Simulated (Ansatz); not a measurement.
Calculated with Ansatz (gas phase, PBE0-D4/def2-TZVP geometries, no zero-point term in ΔE). CCSD(T)/CBS adds triple-zeta CCSD(T) − MP2 to the extrapolated MP2 energy (def2 sets, frozen cores). This one scheme is used for every species. For Ti outer-core shells are correlated without core-valence functions, which leaves a few kJ/mol of doubt a bond. Scalar relativity is left out up to krypton. Each species was taken in one conformer, which may not be the lowest.

Reaction (ligand exchange at a Ti–O bond): `C[O][Ti]([OH])([O]C)[O]C` + `O[Si](O)(O)O` → `C[O][Ti]([O]C)([O]C)[O][Si](O)(O)O` + H₂O

`C[O][Ti]([OH])([O]C)[O]C`:

```xyz
18

C     1.170   -2.254   -0.986
O     1.069   -0.869   -0.893
Ti    0.412    0.483    0.072
O     1.764    1.525    0.687
O    -0.465   -0.205    1.467
C    -0.611   -0.255    2.849
O    -0.698    1.456   -0.935
C    -1.390    1.565   -2.136
H     2.212   -2.567   -0.854
H     0.559   -2.749   -0.222
H     0.832   -2.591   -1.972
H     1.863    2.476    0.632
H    -1.553    0.217    3.149
H     0.214    0.261    3.354
H    -0.626   -1.296    3.188
H    -1.302    2.585   -2.527
H    -0.995    0.873   -2.888
H    -2.453    1.346   -1.986
```

`O[Si](O)(O)O`:

Z-matrix (Å, degrees):
```
Si
O 1 1.631
O 1 1.631 2 106.4
O 1 1.631 2 106.4 3 -124.1
O 1 1.631 2 115.9 3 118.0
H 2 0.958 1 116.6 3 -36.8
H 3 0.958 1 116.6 2 160.8
H 4 0.958 1 116.6 2 36.8
H 5 0.958 1 116.6 2 81.2
```

`C[O][Ti]([O]C)([O]C)[O][Si](O)(O)O`:

```xyz
24

C     0.666    1.295   -2.519
O     0.807    0.290   -1.566
Ti    0.266   -0.713   -0.213
O     0.086   -2.430   -0.680
C     0.667   -3.693   -0.719
O     1.454   -0.561    1.104
C     2.412    0.269    1.682
O    -1.342   -0.048    0.349
Si   -2.117    1.269    0.863
O    -1.924    2.400   -0.304
O    -3.684    0.910    1.176
O    -1.520    1.912    2.243
H     0.476    0.856   -3.504
H     1.587    1.885   -2.576
H    -0.164    1.957   -2.255
H     1.156   -3.861   -1.685
H     1.413   -3.813    0.075
H    -0.104   -4.459   -0.586
H     1.936    0.979    2.366
H     2.956    0.833    0.916
H     3.131   -0.333    2.247
H    -2.230    3.281   -0.086
H    -4.087    0.249    0.612
H    -1.839    1.524    3.059
```

H₂O:

Z-matrix (Å, degrees):
```
O
H 1 0.960
H 1 0.960 2 105.1
```

```tsv
level	ΔE (kJ/mol)
SCS-MP2/def2-TZVPP	-32.5
CCSD(T)/def2-TZVPP	-35.4
```

(1) What does CCSD(T)/CBS give? (Estimate.)

Largest T1 diagnostic among the species: 0.022, so the coupled-cluster value is less sure than usual.

## Answers

(1) Ansatz gave: -36.4 kJ/mol. The listed levels differ from it by 3.9, 1.0 kJ/mol.

In def2-TZVPP, CCSD(T) changes the Hartree–Fock value by −9.6 kJ/mol (the triples alone add −2.0 kJ/mol) and MP2 by −8.6 kJ/mol. The D4 term adds −13.9 kJ/mol with B3LYP and −9.1 kJ/mol with PBE0; it sums over pairs of atoms, weighted by their polarisabilities, and B3LYP, whose exchange is more repulsive, gets the larger term.

B3LYP here is the variant with VWN-RPA as its local correlation; programs differ in this.
